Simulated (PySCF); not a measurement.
Species: C7H10.
Cartesian coordinates in Å at the GFN2-xTB level; atoms count from 1:
```
atom  x, y, z in Å
C1     2.106   -0.108    1.480
C2     1.348   -0.753    0.605
C3     0.237   -0.175   -0.147
C4    -0.789   -0.995   -0.928
C5    -1.901   -0.034   -0.461
C6    -0.864    0.786    0.290
C7     0.192    1.243   -0.657
H8     1.956    0.935    1.705
H9     2.906   -0.598    2.006
H10    1.522   -1.805    0.412
H11   -0.622   -1.041   -2.005
H12   -0.909   -2.006   -0.544
H13   -2.628   -0.511    0.192
H14   -2.428    0.502   -1.251
H15   -1.019    1.242    1.254
H16   -0.058    1.418   -1.694
H17    0.942    1.914   -0.267
```

Method used: TDDFT CAM-B3LYP/def2-SVPD, vertical, gas phase, core orbitals frozen in the response (PySCF).

Ground-to-excited transition dipoles (e·a0, same axes as the geometry; the sign carries no meaning), for the states with f of 0.002 or more among the lowest 7:

```csv
state,E (eV),μx,μy,μz
S1,6.107,1.121,-0.078,0.889
S2,6.602,-0.268,-0.106,0.428
S3,7.087,0.125,-0.001,0.039
S4,7.225,0.177,0.013,0.270
S5,7.301,0.312,0.054,0.065
S6,7.427,0.033,-0.199,0.250
S7,7.800,-0.029,0.086,-0.123
```

Task: Work out the oscillator strengths.

Result: f = (2/3) ΔE |μ|² with ΔE in hartree (27.2114 eV).

```tsv
state	|μ|² (au)	|μ| (D)	f
S1	2.053	3.64	0.307
S2	0.266	1.31	0.043
S3	0.017	0.33	0.003
S4	0.104	0.82	0.018
S5	0.105	0.82	0.019
S6	0.103	0.82	0.019
S7	0.023	0.39	0.004
```

Task: Which bond between heavy atoms lies closest to the direction of the S1 transition dipole?

Result: C2–C3, at 21° from it; next C1–C2 at 34°.

Task: What angle do the transition dipoles of S2 and S6 make?

Result: |cos θ| = |μa·μb| / (|μa| |μb|) = 0.72, so θ ≈ 44° (taken between 0 and 90°, since the signs are arbitrary).

Task: How is the summed strength of these states shared among x, y and z?

Result: (2/3) Σ ΔE μα² gives 0.226 for x, 0.012 for y and 0.176 for z, 0.414 in all.

Task: What peak molar absorption coefficient would the strongest computed level give as a lone Gaussian band 0.3 eV wide at half height?

Result: ε(max) = 2.175×10⁸ f / FWHM, with the width in cm⁻¹. S1: 2.175×10⁸ × 0.3072 / 2420 ≈ 28000 L mol⁻¹ cm⁻¹.

On one thread of an Arm Neoverse V2 (shared host), this took 51 s of wall time (with the writing of density and orbital grids) and 0.99 GiB of memory at its peak.

One conformer stands for the species.
